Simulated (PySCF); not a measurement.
B(Me)(OMe)(SiH3) (C₂H₉BOSi), SMILES [SiH3]B(OC)C. Coordinates come from a PBE-D3(BJ)/def2-SVP optimisation. This is a generated structure with no PubChem entry under its InChIKey; it may be hypothetical. Other conformers were not sampled.

Computed equilibrium geometry at PBE-D3(BJ)/def2-SVP (PySCF confirms it by a frequency run) as bond lengths and angles (one conformer of several):
Atoms: B1 C2 H3 H4 H5 O6 C7 H8 H9 H10 Si11 H12 H13 H14. Bond lengths (Å): B1–C2 1.575, B1–O6 1.361, B1–Si11 2.061, C2–H3 1.108, C2–H4 1.112, C2–H5 1.112, O6–C7 1.417, C7–H8 1.109, C7–H9 1.109, C7–H10 1.112, Si11–H12 1.512, Si11–H13 1.512, Si11–H14 1.508. Bond angles (°): C2–B1–O6 117.3, C2–B1–Si11 120.5, O6–B1–Si11 122.2, B1–C2–H3 113.1, B1–C2–H4 110.3, B1–C2–H5 110.4, H3–C2–H4 108.9, H3–C2–H5 108.9, H4–C2–H5 104.9, B1–O6–C7 125.3, O6–C7–H8 109.2, O6–C7–H9 109.2, O6–C7–H10 112.5, H8–C7–H9 108.3, H8–C7–H10 108.8, H9–C7–H10 108.8, B1–Si11–H12 112.7, B1–Si11–H13 112.7, B1–Si11–H14 110.9, H12–Si11–H13 106.1, H12–Si11–H14 107.1, H13–Si11–H14 107.0.
Charge 0, spin multiplicity 1.
